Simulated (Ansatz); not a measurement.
Molecule: 4-fluoropyrimidine, C$_{4}$H$_{3}$FN$_{2}$, charge 0, multiplicity 1. 
Structure (B3LYP-D3(BJ)/def2-TZVP (Ansatz, a quantum-chemistry and plane-wave program) minimum search):
```xyz
10

F      1.8406    -1.2300     0.1039
C      0.7293    -0.4946     0.0409
C      0.8300     0.8873     0.1115
C     -0.3750     1.5639     0.0377
N     -1.5485     0.9363    -0.0919
C     -1.4977    -0.3878    -0.1469
N     -0.3977    -1.1451    -0.0857
H      1.7815     1.3867     0.2162
H     -0.4045     2.6467     0.0837
H     -2.4387    -0.9152    -0.2519
```
Charge 0, spin multiplicity 1.

Total electronic energies in hartree. Correlated levels leave the core frozen unless marked. No spin-orbit coupling. No relativistic terms. Basis-set limits of correlation are two-point, X^-3; Hartree-Fock from the larger set.

The Hartree-Fock reference is unstable (checked in the largest basis), which strains HF and MP2. 

```
level                                 program  energy (Eh)
------------------------------------  -------  -----------
PBE/def2-TZVPD                         Ansatz   -363.30836
PBE0/6-31G*                            Ansatz   -363.17188
B2PLYP/def2-TZVPD                      Ansatz          [?]
MP2/cc-pwCVTZ                          Ansatz   -362.95706
MP2/CBS(aug-cc-pVTZ,aug-cc-pVQZ)       Ansatz    -363.1153
RI-MP2/cc-pVTZ                         Ansatz   -362.93154
SCS-MP2/cc-pwCVTZ                      Ansatz   -362.92146
CCSD(T)/aug-cc-pVDZ                    Ansatz   -362.72489
CCSD(T)/CBS(aug-cc-pVTZ,aug-cc-pVQZ)   Ansatz    -363.1720
```

### Question
Some entries are withheld; supply them.

### Answer

- B2PLYP/def2-TZVPD, energy (Eh): -363.44895
